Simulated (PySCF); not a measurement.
Run record: geometry optimisation, `N#C[Se][Si@@H](N)[SiH3]`.

Method: PBE0-D3(BJ)/def2-SVP geometry optimisation, gas phase (PySCF 2.14.0). Start geometry: GFN2-xTB. The input is one job of a driver script: a line of settings, then coordinates in Å.

Input:
```
{"job": {"xc": "PBE0", "basis": "def2-SVP", "d3": "d3bj", "grid": 1, "maxiter": 30, "shake": 0.01, "kind": "geom"}, "charge": 0, "multiplicity": 1}
N      2.827430    -0.876530    -0.641000
C      2.247520    -0.788450     0.358200
Se     1.336220    -0.635580     1.900640
Si    -0.412660     0.412280     0.779590
N      0.294530     1.851670     0.213260
Si    -1.351470    -1.059380    -0.792020
H     -1.234140     0.805060     1.949070
H      1.267550     1.837540    -0.106160
H     -0.234120     2.539020    -0.283050
H     -2.447160    -0.378470    -1.468830
H     -1.902320    -2.264930    -0.138830
H     -0.351690    -1.470510    -1.779890
```

Output:
```
step   0  E = -3130.49013799  max force = 0.022659
step   1  E = -3130.49486559  max force = 0.004497
step   2  E = -3130.49521660  max force = 0.001778
step   3  E = -3130.49526031  max force = 0.002643
step   4  E = -3130.49533937  max force = 0.001471
step   5  E = -3130.49543514  max force = 0.001387
step   6  E = -3130.49570106  max force = 0.004271
step   7  E = -3130.49589483  max force = 0.004555
step   8  E = -3130.49668409  max force = 0.005137
step   9  E = -3130.49730027  max force = 0.004415
... (6 lines left out)
step  16  E = -3130.50136683  max force = 0.004923
step  17  E = -3130.50174639  max force = 0.002025
step  18  E = -3130.50185001  max force = 0.001061
step  19  E = -3130.50189732  max force = 0.000716
step  20  E = -3130.50195344  max force = 0.000914
step  21  E = -3130.50196204  max force = 0.000793
step  22  E = -3130.50197349  max force = 0.000870
step  23  E = -3130.50197554  max force = 0.000680
step  24  E = -3130.50198365  max force = 0.000645
step  25  E = -3130.50198845  max force = 0.000423
optimisation converged
```

Energies in Eh; «max force» is the largest Cartesian gradient component in Eh/bohr.

**Question.** Give the first gradient maximum in eV/Å.

**Answer.** With 1 Eh/bohr = 51.422 eV/Å, 1.165 eV/Å.

In short: final energy -3130.50199 Eh after 25 steps; dipole 3.68 D.

**Question.** Where do the atoms end?

**Answer.** 0.441 Å rms from the input after alignment:
```
atom  x, y, z in Å
N1     2.9007   -1.0254    0.1616
C2     2.1298   -0.7148    0.9754
Se3    0.9030   -0.2048    2.2355
Si4   -0.5509    0.6161    0.5600
N5     0.1239    1.8528   -0.4201
Si6   -1.1557   -1.2275   -0.7485
H7    -1.6366    1.1790    1.4138
H8     0.8066    1.5884   -1.1241
H9     0.3594    2.7525   -0.0127
H10   -2.2127   -0.8332   -1.7291
H11   -1.6794   -2.2955    0.1531
H12    0.0521   -1.7143   -1.4771
```

On one thread, Arm Neoverse V2 (aarch64) (shared host), this took 3.5 min and 0.56 GiB of memory at its peak.
Labels such as C1 count atoms from 1, the log's own numbers from 0.
